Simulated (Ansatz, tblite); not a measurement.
Spin states of the cluster Be₂I₂⁺ (the lowest doublet isomer of a short search), each relaxed with r2SCAN-D4/def2-TZVP in Ansatz. Electronic energies in the gas phase.

In the def2 sets I takes a core potential; there is no spin–orbit coupling. The xTB rows come from tblite. LC-ωPBE has ω = 0.4 bohr⁻¹. Correlated methods freeze 8 core orbitals; core or outer-core shells of I are correlated, in sets that lack core-valence functions. The structure comes from a short search, and lower isomers may exist.

Doublet geometry (Cs within 0.1 Å):

```xyz
4

Be    2.400    0.148    0.449
Be   -0.900   -0.063   -0.164
I     0.631   -1.402    0.897
I    -2.130    1.316   -1.181
```

Quartet geometry:

```
atom    x (Å)    y (Å)    z (Å)
 Be1   0.5856  -1.2247  -1.6844
 Be2  -0.7264  -0.0150  -0.1720
  I3   1.5732  -0.1473   0.3829
  I4  -1.4325   1.3870   1.4734
```

⟨S²⟩: doublet 0.75 at PBE0-D4/def2-TZVP (pure 0.75), quartet 3.76 at PBE0-D4/def2-TZVP (pure 3.75).

Only these spin states were relaxed.

```
                 level  quartet − doublet (kJ/mol)  lowest of these
              GFN1-xTB                       351.0          doublet
              GFN2-xTB                       309.0          doublet
          HF/def2-TZVP                       271.9          doublet
         HF/def2-TZVPP                       271.9          doublet
      PBE-D4/def2-TZVP                       259.6          doublet
   r2SCAN-D4/def2-TZVP                       262.7          doublet
     PBE0-D4/def2-TZVP                       274.8          doublet
  r2SCAN0-D4/def2-TZVP                       273.1          doublet
CAM-B3LYP-D4/def2-TZVP                       303.7          doublet
     LC-ωPBE/def2-TZVP                       287.9          doublet
     ωB97M-V/def2-TZVP                       320.6          doublet
     RPA@PBE/def2-TZVP                       287.5          doublet
         MP2/def2-TZVP                       323.5          doublet
        MP2/def2-TZVPP                       323.5          doublet
       CCSD/def2-TZVPP                       304.1          doublet
    CCSD(T)/def2-TZVPP                       303.7          doublet
```

Change of the quartet − doublet gap on mixing in exact exchange, in kJ/mol: PBE to PBE0 (25 % exact exchange) 15.2; r2SCAN to r2SCAN0 (25 % exact exchange) 10.4.

The xTB methods have no spin-polarisation term.
